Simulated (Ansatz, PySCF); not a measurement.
Complex: CH4O (SMILES CO) (first 6 atoms) with C2H6 (SMILES CC); geometry from B3LYP-D3(BJ)/def2-TZVP.
(charge 0, multiplicity 1):
```xyz
14

C     -0.63363     0.24077     0.05274
O      0.68303    -0.15537     0.40825
H     -1.24814    -0.60854    -0.26510
H     -0.54118     0.93092    -0.78459
H     -1.14282     0.75868     0.87304
H      0.62856    -0.77086     1.14620
C     -0.12199    -0.75923     3.70113
C      0.14893     0.73920     3.80484
H     -0.49769    -1.16580     4.64185
H      0.78809    -1.31190     3.45380
H     -0.87234    -0.97845     2.93713
H     -0.76228     1.28881     4.04822
H      0.54016     1.13552     2.86671
H      0.88122     0.95278     4.58544
```

Counterpoise-corrected where a basis set is named; no monomer relaxation.

Rows in 6-31G* carry no dispersion term and start afresh at each structure (6-31G* with six Cartesian d functions).

The values were computed with Ansatz (Gaussian orbitals); PySCF for 6-31G* rows, the dispersion terms. Values without a source in brackets are computed.

### Question
One of these levels gives -8.4 kJ/mol for the interaction energy. Name it.
(A) PBE-D3(BJ)/def2-TZVPPD
(B) HF/6-31G*
(C) PBE/def2-TZVPPD
(D) revPBE-D4/def2-TZVPPD

### Answer
A, PBE-D3(BJ)/def2-TZVPPD. The others give 3.7 (HF/6-31G*), -2.6 (PBE/def2-TZVPPD), -6.4 (revPBE-D4/def2-TZVPPD)

Ansatz is a program for electronic structure.
